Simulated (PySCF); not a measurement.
## Polarisability and C₆ of Cr (chromium, neutral)

[Ar] 3d4 4s2, high-spin 5D determinant (an excited configuration). Computed with PySCF 2.14 in def2-QZVPPD (11s6p5d3f2g, 93 functions), with the non-relativistic Hamiltonian (point nucleus). Coupled (time-dependent) response in atomic units; α is the mean over directions.

```
 method  mean α (bohr³)         α xx, yy, zz  C₆ (like pair)  S(−4)
wB97X-V           84.93  86.27, 86.27, 82.25           875.4   3777
```

S(−4) is the Cauchy moment in α(ω) = α(0) + S(−4) ω² + …

α(iu) at wB97X-V:

| u (hartree) | α(iu) (bohr³) |
| --- | --- |
| 0 | 84.93 |
| 0.0500 | 76.55 |
| 0.100 | 59.64 |
| 0.200 | 33.09 |
| 0.300 | 20.03 |
| 0.500 | 9.903 |
| 0.750 | 5.722 |
| 1.00 | 3.948 |
| 1.50 | 2.350 |
| 2.00 | 1.599 |
| 3.00 | 0.8904 |
| 5.00 | 0.3968 |

A single London oscillator, α(iu) = α/(1 + u²/ω²), gives C₆ = (3/4) ω α². Matching the computed C₆ needs ω = 4 × 875.4 / (3 × 84.93²) = 0.162 hartree.

The components differ because the open shell of this determinant is not spherical; for a pure term their mean is the scalar polarisability.
